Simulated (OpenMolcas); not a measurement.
## Lines of Ti III: computed and rescaled rates

| Item | Value |
| --- | --- |
| Program | OpenMolcas 26.06 |
| Method | SS-CASPT2, IPEA 0.25 Eh, imaginary shift 0.1 Eh (closed shells correlated: 3s 3p) |
| Basis | ANO-RCC-VTZP [6s5p3d2f1g] |
| Scalar Hamiltonian | DKH2, point nucleus |
| Active space | 2 electrons in 5 orbitals (3d) |
| State averaging | 2S+1 = 3 even, 10 roots; 2S+1 = 1 even, 15 roots kept (CI in the orbitals of an earlier block) |
| Spin-orbit coupling | RASSI with atomic mean-field integrals over the reference wave functions, term energies averaged over their components |

Rates come from the transition moments of the reference wave functions (E1 and E2 in the length form). At fixed line strength A goes as λ^-3 for E1 and M1 and as λ^-5 for E2, so a rate at the computed wavelength can be rescaled to the measured one. Measured vacuum wavelengths follow from level energies in Corliss and Sugar, J. Phys. Chem. Ref. Data 8, 1 (1979). Branching counts decays inside the model space alone, at computed energies, and the table is only a selection of the E2 and M1 lines, drawn from those between levels with measured partners whose computed energy lies within a factor of 1.5 of the measured one.

```csv
Upper,Lower,Type,λ computed (nm),λ measured (nm),A computed (s-1),A rescaled (s-1),Branching %
3d² ³F₃,3d² ³F₂,M1,51380,54080,1.90e-04,1.63e-04,100.0
3d² ³F₄,3d² ³F₃,M1,39670,42460,3.26e-04,2.66e-04,100.0
3d² ³P₁,3d² ¹D₂,M1,3254,4695,2.15e-03,,4.0
3d² ³P₂,3d² ¹D₂,M1,3115,4449,4.39e-03,,8.3
3d² ¹G₄,3d² ¹D₂,E2,1435,1688,1.03e-03,4.57e-04,7.4
3d² ¹D₂,3d² ³F₃,M1,1264,1206,1.04e-02,,64.8
3d² ¹D₂,3d² ³F₂,M1,1234,1180,5.63e-03,,34.9
3d² ³P₂,3d² ³F₄,E2,920,970.8,3.61e-02,2.76e-02,68.5
3d² ³P₁,3d² ³F₃,E2,910.4,959.8,3.31e-02,2.54e-02,62.1
3d² ³P₀,3d² ³F₂,E2,900,948.9,5.26e-02,4.04e-02,100.0
3d² ³P₂,3d² ³F₃,E2,899.2,949.1,1.05e-02,8.02e-03,19.9
3d² ³P₁,3d² ³F₂,E2,894.5,943.1,1.80e-02,1.38e-02,33.8
3d² ³P₂,3d² ³F₂,E2,883.7,932.7,1.63e-03,1.24e-03,3.1
3d² ¹G₄,3d² ³F₄,M1,683.6,715.5,7.94e-03,,56.6
3d² ¹G₄,3d² ³F₃,M1,672.1,703.6,5.02e-03,,35.7
3d² ¹S₀,3d² ³P₁,M1,470.4,457.2,1.10e-01,,1.6
3d² ¹S₀,3d² ¹D₂,E2,411,416.6,6.58e+00,6.15e+00,98.1
```

Spin-changing lines and M1 lines between different terms are not rescaled, since their strength hangs on the term gaps too.

The largest correction is for 3d² ¹G₄ → 3d² ¹D₂ (E2): 1.03e-03 × (1435 / 1688)^5 = 4.57e-04 s-1, a factor of 0.44.

The computed rate and branching of 3d² ³F₃ → 3d² ³F₂ give the upper level a radiative lifetime of 1.000 / 1.90e-04 s-1 = 5.26e+03 s, counting decays inside the model space alone. The rescaled rate gives about 6.1e+03 s.

These are rates of the free ion; in crystals, glasses and complexes forced electric-dipole and non-radiative decay shorten such lifetimes by orders of magnitude. No measured rate stands beside these. Rescaling mends the energy factor alone: line strengths can still be far off where a level mixes with configurations outside the active space, and weak or spin-changing lines hang on small mixing coefficients that depend on the term gaps too, so rescaling need not improve them.

Term energies are means over components that CASPT2 splits; among the terms shown or strongly mixed into the levels shown the widest spread is 800 cm-1 (3d² ¹G). Terms from blocks run as CI alone lack orbitals of their own. Computed and measured levels are paired by configuration, term and J; levels that our copy of the source lacks, or whose pairing is in doubt (as where it misses far off the trend of its configuration), stay unpaired. Levels of configurations outside the active space are missing.
